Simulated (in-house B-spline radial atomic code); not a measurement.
Ionisation energies with and without relativity, with size and susceptibility from the Dirac run. Dirac energy differences include first-order Breit, QED and recoil terms. NIST's values go from ground level to ground level; the uncertainty of those that are theory runs from under 0.1 % in few-electron ions to several per cent in heavy many-electron ones. Computed with a B-spline radial code for spherical atoms: non-relativistic Hartree-Fock and Dirac-Hartree-Fock, averages of the configuration (point nuclei without relativity, finite nuclei with it).

```tsv
ion	configuration	configuration after	ionisation non-relativistic (eV)	ionisation Dirac Breit and QED (eV)	tabulated value (eV)	tabulated kind	radius at density 0.001 (bohr)	diamagnetic susceptibility (10⁻⁶ cm³/mol)
Co2+	[Ar] 3d7	[Ar] 3d6	33.38	33.13	33.5	semi-empirical	2.922	-12.388
Ni2+	[Ar] 3d8	[Ar] 3d7	34.78	34.50	35.187	measured	2.875	-12.151
Cu2+	[Ar] 3d9	[Ar] 3d8	36.14	35.84	36.841	measured	2.829	-11.91
Zn2+	[Ar] 3d10	[Ar] 3d9	?	?	?	measured	?	?
Ga2+	[Ar] 3d10 4s1	[Ar] 3d10	29.18	29.61	30.72576	measured	3.335	-14.005
Ge2+	[Ar] 3d10 4s2	[Ar] 3d10 4s1	?	?	?	measured	?	?
As2+	[Ar] 3d10 4s2 4p1	[Ar] 3d10 4s2	27.33	27.36	28.349	measured	3.601	-17.819
Se2+	[Ar] 3d10 4s2 4p2	[Ar] 3d10 4s2 4p1	30.16	30.20	31.697	measured	3.604	-19.161
Br2+	[Ar] 3d10 4s2 4p3	[Ar] 3d10 4s2 4p2	33.05	33.10	34.871	measured	3.556	-19.997
Kr2+	[Ar] 3d10 4s2 4p4	[Ar] 3d10 4s2 4p3	36.01	36.07	35.838	measured	3.488	-20.493
Rb2+	[Ar] 3d10 4s2 4p5	[Ar] 3d10 4s2 4p4	?	?	?	semi-empirical	?	?
Sr2+	[Ar] 3d10 4s2 4p6	[Ar] 3d10 4s2 4p5	42.13	42.22	42.88353	measured	3.332	-20.846
Zr2+	[Kr] 4d2	[Kr] 4d1	21.86	21.53	23.17	semi-empirical	3.635	-24.048
Nb2+	[Kr] 4d3	[Kr] 4d2	23.77	23.41	25.04	semi-empirical	3.622	-24.513
Mo2+	[Kr] 4d4	[Kr] 4d3	25.65	25.26	27.13	semi-empirical	3.575	-24.65
```

Fill in the row of Zn2+.

ionisation non-relativistic (eV): 37.48; ionisation Dirac Breit and QED (eV): 37.15; tabulated value (eV): 39.7233; radius at density 0.001 (bohr): 2.785; diamagnetic susceptibility (10⁻⁶ cm³/mol): -11.669.

Fill in the row of Ge2+.

ionisation non-relativistic (eV): 31.73; ionisation Dirac Breit and QED (eV): 32.19; tabulated value (eV): 34.0576; radius at density 0.001 (bohr): 3.468; diamagnetic susceptibility (10⁻⁶ cm³/mol): -15.697.

Fill in the row of Rb2+.

ionisation non-relativistic (eV): 39.04; ionisation Dirac Breit and QED (eV): 39.10; tabulated value (eV): 39.247; radius at density 0.001 (bohr): 3.411; diamagnetic susceptibility (10⁻⁶ cm³/mol): -20.752.
